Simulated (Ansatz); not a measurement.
`[SiH3]C1=C[SiH2]1` + `BN[SiH3]` → `BN([SiH3])[SiH3]` + `C1=C[SiH2]1` at 700 K and 1 bar (ligand exchange at the Si–C bond).

Isolated molecules relaxed with PBE0-D4/def2-TZVP in Ansatz; ΔE leaves out vibrations. CBS: MP2 limit from def2 TZ/QZ plus the TZ coupled-cluster correction, frozen cores.

```json
{"species": "`[SiH3]C1=C[SiH2]1`", "CCSD(T)/CBS energy (Eh)": "-657.79504", "H − E (kJ/mol)": "237.7", "S (J/(mol·K))": "436.9"}
{"species": "`BN[SiH3]`", "CCSD(T)/CBS energy (Eh)": "-372.22946", "H − E (kJ/mol)": "227.4", "S (J/(mol·K))": "384.8"}
{"species": "`BN([SiH3])[SiH3]`", "CCSD(T)/CBS energy (Eh)": "-662.52490", "H − E (kJ/mol)": "292.0", "S (J/(mol·K))": "480.2"}
{"species": "`C1=C[SiH2]1`", "CCSD(T)/CBS energy (Eh)": "-367.50726", "H − E (kJ/mol)": "170.7", "S (J/(mol·K))": "330.3"}
```

H − E and S are ideal-gas, rigid-rotor, harmonic terms from PBE0-D4/def2-TZVP. 1 Eh = 2625.50 kJ/mol, R = 8.31446 J/(mol·K).

Task: By hand: ΔE, ΔH, ΔS and ΔG.

Result: ΔE = (-662.52490) + (-367.50726) − (-657.79504) − (-372.22946) = -0.00766 Eh = -20.1 kJ/mol. Δ(H − E) = 292.0 + 170.7 − 237.7 − 227.4 = -2.4, so ΔH = -22.5 kJ/mol. ΔS = 480.2 + 330.3 − 436.9 − 384.8 = -11.2 J/(mol·K). ΔG = -22.5 − 700 × (-11.2)/1000 = -14.7 kJ/mol.

Task: By hand: the equilibrium constant, and the temperature at which ΔG would vanish if ΔH and ΔS stayed fixed.

Result: log₁₀ K = −ΔG/(RT ln 10) = 1.1. ΔG = 0 at ΔH/ΔS = 2009 K, though so small a ΔS makes that figure unsure.

TΔS isn't small against ΔH here. A doubt of 5 kJ/mol in ΔE shifts log₁₀ K by 0.4 here. Modes under 60 cm⁻¹, often nearly free rotors, make the harmonic entropy too high. These are equilibria of isolated gas molecules and say nothing of rates. Largest T1 diagnostic: 0.013 (customary marks: 0.02 for closed shells, 0.045 for open ones).
